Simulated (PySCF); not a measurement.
Isomers C₈H₇F:

A. SMILES C1=C2C(=C(F)C=C1C)C2
B. `C=Cc1cccc(F)c1`
C. `C1(=C)[C@@H](C#C)C/C1=C/F`

Spectrum 1. ¹H NMR (400 MHz, computed): δ 6.78 (m, 1H), 5.96 (br s, 1H), 5.74 (br s, 1H), 3.49 (m, 1H), 2.98 (m, 1H), 2.74 (m, 1H), 1.70 (d, 1H). ¹³C{¹H} NMR (computed): δ 154.6 (CH), 150.4 (C), 126.0 (C), 120.7 (CH2), 90.1 (C), 77.2 (CH), 32.1 (CH2), 30.5 (CH).

Spectrum 2. ¹H NMR (400 MHz, computed): δ 7.15 (s, 1H), 6.86 (m, 1H), 3.57 (s, 2H), 2.53 (s, 3H). ¹³C{¹H} NMR (computed): δ 160.3 (C), 150.7 (C), 140.4 (C), 123.2 (CH), 115.2 (CH), 110.5 (C), 25.2 (CH2), 24.1 (CH3).

Spectrum 3. ¹H NMR (400 MHz, computed): δ 7.76 (m, 1H), 7.58 (m, 1H), 7.21 (m, 1H), 7.10 (d, 1H), 6.84 (m, 1H), 6.31 (m, 1H), 5.71 (m, 1H). ¹³C{¹H} NMR (computed): δ 173.6 (C), 144.3 (C), 143.9 (CH), 135.9 (CH), 131.1 (CH), 121.1 (CH), 120.3 (CH2), 114.7 (CH).

[PySCF 2.14.0 with density-fitted response routines: NMR shieldings at PBE0/pcSseg-1/GIAO; GFN2-xTB structure; in vacuum; non-relativistic; averaged over atoms made equivalent by symmetry, fast rotation or ring inversion; a single conformation]

Referencing at the same level of theory: ¹H (σ = 31.72 ppm), ¹³C (σ = 186.93 ppm) against TMS. Splittings of carbon signals by F and P are missing where no couplings were computed. Where no couplings were computed, multiplicities follow the n + 1 count of equivalent neighbours, and m marks all less simple cases (inequivalent or close neighbours, rings, F or P nearby). Shifts are as computed. Against solution values, carbons near 30 ppm lie about +3 ppm off and those near 130 ppm about +5 ppm. Of 1211 compounds with measured shifts, 218 miss one by over three times the rms of a fit or turn the order of signals round; such compounds aren't used in these exercises.

Q: Match each spectrum to its structure.

A: 1–C, 2–A, 3–B.

- Spectrum 1 (C): 8 ¹³C signals; δC 154.6 is an alkene CH; δC 150.4 is a fully substituted alkene carbon.
- Spectrum 2 (A): 8 ¹³C signals; δC 160.3 is an aromatic carbon bearing fluorine; δC 25.2 is a three-membered-ring carbon.
- Spectrum 3 (B): 8 ¹³C signals; δC 173.6 is an aromatic carbon bearing fluorine; δC 143.9 is an alkene CH.
